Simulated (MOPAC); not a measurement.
Input file for MOPAC: PM6 on F3W (SMILES [F][W]([F])[F]), 2S+1 = 4, a spin state set in the input, which need not be the lowest.

```
PM6 1SCF PRECISE CHARGE=0 UHF MS=1.5 THREADS=1
F3W

W     -0.01446526 1     0.01676917 1    -0.01406852 1
F      1.79038838 1    -0.37562635 1    -0.35257110 1
F     -0.78459086 1    -0.45399983 1     1.63252585 1
F     -1.04921998 1     0.87982229 1    -1.32193039 1
```

It printed:

```
*******************************************************************************
 **                                                                           **
 **                              MOPAC v23.2.5                                **
 **                                                                           **
 *******************************************************************************
 ** MOPAC's Digital Object Identifier: https://doi.org/10.5281/zenodo.6511958 **
 **                                                                           **
 ** Please cite the open-source release paper for use of this MOPAC version:  **
 ** J. E. Moussa and J. J. P. Stewart (2026)                                  **
 ** MOPAC: An open-source semiempirical molecular orbital program             **
 ** J. Open Source Softw., 11(119), 8025, https://doi.org/10.21105/joss.08025 **
 *******************************************************************************

                              PM6 CALCULATION RESULTS

 *******************************************************************************
 *  PM6        - The PM6 Hamiltonian to be used
 *  UHF        - UNRESTRICTED HARTREE-FOCK CALCULATION
 *
 *
 *
 *                 CHARGE ON SYSTEM = 0
 *
 *
 *
 *  MS=        - IN MECI, MAGNETIC COMPONENT OF SPIN =  1.5
 *  PRECISE    - TIGHTER CRITERIA TO BE USED
 *  1SCF       - DO 1 SCF AND THEN STOP
 *  THREADS=1  - MULTI-THREADING NOT USED
 *  T=         - A TIME OF 172800.0 SECONDS REQUESTED
 *  DUMP=N     - RESTART FILE WRITTEN EVERY 7200.0 SECONDS REQUESTED
 *******************************************************************************
PM6 1SCF PRECISE CHARGE=0 UHF MS=1.5 THREADS=1
 F3W

   ATOM   CHEMICAL          X               Y               Z
  NUMBER   SYMBOL      (ANGSTROMS)     (ANGSTROMS)     (ANGSTROMS)

     1       W         -0.01446526  *   0.01676917  *  -0.01406852  *
     2       F          1.79038838  *  -0.37562635  *  -0.35257110  *
     3       F         -0.78459086  *  -0.45399983  *   1.63252585  *
     4       F         -1.04921998  *   0.87982229  *  -1.32193039  *



          CARTESIAN COORDINATES

    NO.       ATOM           X           Y           Z

     1         W         -0.0145      0.0168     -0.0141
     2         F          1.7904     -0.3756     -0.3526
     3         F         -0.7846     -0.4540      1.6325
     4         F         -1.0492      0.8798     -1.3219

 General Reference for PM6:
 "Optimization of Parameters for Semiempirical Methods V: Modification of NDDO Approximations
 and Application to 70 Elements", J. J. P. Stewart, J. Mol. Mod., 13, 1173-1213 (2007)
 URL: https://link.springer.com/article/10.1007/s00894-007-0233-4

           Empirical Formula: W F3  =     4 atoms



      MOLECULAR POINT GROUP   :   D3h


          UHF CALCULATION, NO. OF ALPHA ELECTRONS =   15
                           NO. OF BETA  ELECTRONS =   12

 -------------------------------------------------------------------------------
 PM6 1SCF PRECISE CHARGE=0 UHF MS=1.5 THREADS=1
 F3W



     1SCF WAS SPECIFIED, SO BFGS WAS NOT USED
     SCF FIELD WAS ACHIEVED


                              PM6 CALCULATION
                                                       MOPAC v23.2.5 Linux




          FINAL HEAT OF FORMATION =       -121.01485 KCAL/MOL =    -506.32612 KJ/MOL


          COSMO AREA              =        103.26 SQUARE ANGSTROMS
          COSMO VOLUME            =         91.39 CUBIC ANGSTROMS

          IONIZATION POTENTIAL    =          8.490018 EV
          ALPHA SOMO LUMO (EV)    =         -8.490 -1.281
          BETA  SOMO LUMO (EV)    =        -13.219 -0.589
          NO. OF ALPHA ELECTRONS  =         15
          NO. OF BETA  ELECTRONS  =         12
          MOLECULAR WEIGHT        =        240.8452         POINT GROUP:  D3h

          MOLECULAR DIMENSIONS (Angstroms)

            Atom       Atom       Distance
            F     4    F     2     3.25257
            F     3    F     4     2.81652
            F     2    W     1     0.00001


          SCF CALCULATIONS        =          1





   ATOM   CHEMICAL          X               Y               Z
  NUMBER   SYMBOL      (ANGSTROMS)     (ANGSTROMS)     (ANGSTROMS)

     1       W         -0.01446526  *   0.01676917  *  -0.01406852  *
     2       F          1.79038838  *  -0.37562635  *  -0.35257110  *
     3       F         -0.78459086  *  -0.45399983  *   1.63252585  *
     4       F         -1.04921998  *   0.87982229  *  -1.32193039  *

                             CARTESIAN COORDINATES

   1    W       -0.014465260     0.016769170    -0.014068520
   2    F        1.790388380    -0.375626350    -0.352571100
   3    F       -0.784590860    -0.453999830     1.632525850
   4    F       -1.049219980     0.879822290    -1.321930390


           Empirical Formula: W F3  =     4 atoms



      MOLECULAR POINT GROUP   :   D3h


          ALPHA EIGENVALUES
 -41.44343 -40.44828 -39.87640 -17.83930 -16.73895 -16.18504 -16.00512 -15.88135
 -14.99517 -14.02205 -13.80476 -13.26916 -11.32364  -8.57342  -8.49002  -1.28103
  -0.74242   0.05474   1.39866   2.33397   2.41889


           BETA EIGENVALUES
 -41.50740 -40.27531 -39.75478 -17.45035 -16.53965 -15.94428 -15.75704 -15.24801
 -14.52136 -13.88484 -13.86172 -13.21884  -0.58894   0.76614   0.99801   1.14622
   1.82214   2.19924   3.02553   3.59584   3.63900


              NET ATOMIC CHARGES AND DIPOLE CONTRIBUTIONS

  ATOM NO.   TYPE          CHARGE      No. of ELECS.   s-Pop       p-Pop       d-Pop
    1          W           0.653956        5.3460     0.97720     1.37852     2.99033
    2          F          -0.210122        7.2101     1.90756     5.30257
    3          F          -0.233689        7.2337     1.90903     5.32466
    4          F          -0.210145        7.2101     1.90756     5.30259
 DIPOLE           X         Y         Z       TOTAL
 POINT-CHG.     0.087     0.053    -0.186     0.213
 HYBRID        -0.570    -0.350     1.223     1.394
 SUM           -0.483    -0.297     1.036     1.181


          ATOMIC ORBITAL ELECTRON POPULATIONS

     Atom    s        px        py        pz      x^2-y^2     xz        z^2       yz        xy
    1  W   0.97720   0.24421   0.83132   0.30298   0.75865   0.55989   0.44077   0.47212   0.75889
    2  F   1.90756   1.63186   1.86980   1.80090
    3  F   1.90903   1.81593   1.79040   1.71832
    4  F   1.90756   1.73564   1.84147   1.72547


                    (SZ)    =    1.500000
                    (S**2)  =    3.765620


          ATOMIC ORBITAL SPIN POPULATIONS

    Atom   Total    s     px     py     pz   x^2-y^2  xz     z^2    yz     xy
         Atomic
    1  W  2.9693  0.343  0.095  0.745  0.152  0.535  0.190  0.126  0.257  0.526
    2  F  0.0394 -0.002  0.005  0.049 -0.013
    3  F -0.0478 -0.002 -0.012 -0.036  0.002
    4  F  0.0391 -0.002 -0.007  0.052 -0.004

 **********************
 *                    *
 * JOB ENDED NORMALLY *
 *                    *
 **********************




 == MOPAC DONE ==
```

The run finished.

Cost: very roughly 0.08 core-seconds.
